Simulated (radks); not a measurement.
These are the eigenvalues of the occupied orbitals of an atom or ion with whole-number occupations (hartree). Method: scalar-relativistic Kohn-Sham, LDA (Slater exchange, Perdew-Wang correlation), spin-polarised, spherical densities, finite nucleus; Fermi nuclear charge, rms radius of each element as measured or else 0.836 A^(1/3) + 0.57 fm; computed with a radial shooting solver on a logarithmic mesh with Libxc functionals.

orbital  eigenvalue
1s up     -471.6211
1s down   -471.5732
2s up     -71.85696
2s down   -71.55303
2p up     -64.81195
2p down   -64.57123
3s up     -19.23752
3p up     -16.99147
3p down   -16.52131
3d up     -13.39324

Which element is it, and in what charge state? The configuration may be excited. Open shells, if any, are filled with parallel spins first.

Answer. Z = 34, selenium, charge +12: Se12+ in [Ne] 3s1 3p6 3d5. The list shows which subshells hold electrons but not how many an open one holds; the 1s level, -471.62 hartree, gives Z - s = 30.7 by -(Z - s)^2/2, which with screening and relativity narrows Z to a few neighbours, and the depths of the outer levels then fix element, charge and occupations together.
